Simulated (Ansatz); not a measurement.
Reaction (ligand exchange at the Si–S bond): `CO[SiH2]S[SiH2]F` + `C=N` → `C=N[SiH2]F` + `CO[SiH2]S`

Computed with Ansatz on PBE0-D4/def2-TZVP structures; ΔE is electronic, products minus reactants. CCSD(T)/CBS adds triple-zeta CCSD(T) − MP2 to the extrapolated MP2 energy (def2 sets, frozen cores). This one scheme is used for every species. DFT in def2-TZVPP. B3LYP here is the variant with VWN-RPA as its local correlation; programs differ in this. One conformer a species, not always the lowest.

(1) Is it downhill or uphill in electronic energy at CCSD(T)/CBS, and by how much? (Best estimate.)

(2) What do these levels give: LDA (SPW92), revPBE-D4, B3LYP-D4, PBE, LC-ωPBE, HF/def2-SVP, CCSD(T)/def2-SVP, MP2/def2-TZVPP, SCS-MP2/def2-TZVPP, CCSD/def2-TZVPP, CCSD(T)/def2-TZVPP, MP2/def2-QZVPP? (Estimate.)

(3) What do rigid-rotor, harmonic-oscillator terms from PBE0-D4/def2-TZVP frequencies (298.15 K, 1 bar) make of the CCSD(T)/CBS value? (Estimate.)

Largest T1 diagnostic among the species: 0.013.

Answers

(1) Computed: Uphill: ΔE = +7.0 kcal/mol.

(2) The calculation gave: LDA (SPW92) 6.6, revPBE-D4 8.4, B3LYP-D4 6.2, PBE 6.8, LC-ωPBE 6.0, HF/def2-SVP 3.2, CCSD(T)/def2-SVP 6.7, MP2/def2-TZVPP 6.9, SCS-MP2/def2-TZVPP 5.8, CCSD/def2-TZVPP 5.7, CCSD(T)/def2-TZVPP 6.5, MP2/def2-QZVPP 7.1 kcal/mol.

(3) Ansatz gave: ΔZPE = -2.0 kcal/mol, ΔH = +4.9 kcal/mol, ΔS = 8 J/(mol·K), ΔG = +4.3 kcal/mol. Modes under 50 cm⁻¹ make the entropy rough.

The D4 term adds +2.3 kcal/mol with B3LYP and +1.4 kcal/mol with PBE0; it sums over pairs of atoms, weighted by their polarisabilities, and B3LYP, whose exchange is more repulsive, gets the larger term. In def2-TZVPP, CCSD(T) changes the Hartree–Fock value by +4.2 kcal/mol (the triples alone add +0.8 kcal/mol) and MP2 by +4.6 kcal/mol. Leaving LDA and LC-ωPBE aside and taking each functional with its dispersion term where it has one, the values, not all of them listed here, spread over 3.5 kcal/mol, from B2PLYP to revPBE-D4.
